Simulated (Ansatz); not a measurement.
C2H6Al2, relaxed with RKS PBE-D4/def2-SVP in Ansatz 0.2.0 from a rough embedded geometry. The force threshold is 0.03 eV/Å; the program also tests the step.

The species carries charge 0 and has multiplicity 1. The bonds changed during the relaxation, so this is another structure than the one it started from.

Start:

```xyz
10

Al   -0.323    1.143   -1.273
C     0.564    0.453    0.306
C     0.823   -1.021    0.264
Al   -0.704   -0.606    1.544
H    -1.114    2.593   -1.202
H    -0.682    0.215   -2.549
H     1.354    1.001    0.820
H     1.728   -1.384    0.775
H     0.506   -1.612   -0.687
H    -2.152   -0.783    2.003
```

```
step  energy (eV)  largest force (eV/Å)  largest move (Å)
   1  -15346.6313                 2.117             0.000
   2  -15347.1132                 0.867             0.195
   3  -15347.2432                 0.404             0.164
   4  -15347.2815                 0.232             0.200
   5  -15347.2923                 0.150             0.072
   6  -15347.3004                 0.131             0.189
   7  -15347.3062                 0.180             0.142
   8  -15347.3123                 0.157             0.082
   9  -15347.3234                 0.099             0.195
  10  -15347.3401                 0.144             0.191
  11  -15347.3794                 0.225             0.192
  12  -15347.4687                 0.384             0.195
  13  -15347.6276                 0.513             0.200
  14  -15347.7931                 0.450             0.198
  15  -15347.8545                 0.248             0.195
  16  -15347.8640                 0.105             0.089
  17  -15347.8657                 0.071             0.056
  18  -15347.8658                 0.070             0.034
  19  -15347.8668                 0.015             0.017
```

End:

```xyz
10

Al   -0.344    1.347   -0.998
C     0.827    0.459    0.184
C     0.896   -1.058    0.230
Al   -0.991   -0.598    0.518
H    -0.807    2.687   -1.707
H    -1.473   -0.014   -1.094
H     1.460    1.022    0.897
H     1.412   -1.470    1.119
H     1.214   -1.591   -0.684
H    -2.195   -0.783    1.534
```

Run time 36 s (2 threads of an Arm Neoverse V1 on a shared host); peak host memory 0.13 GiB.
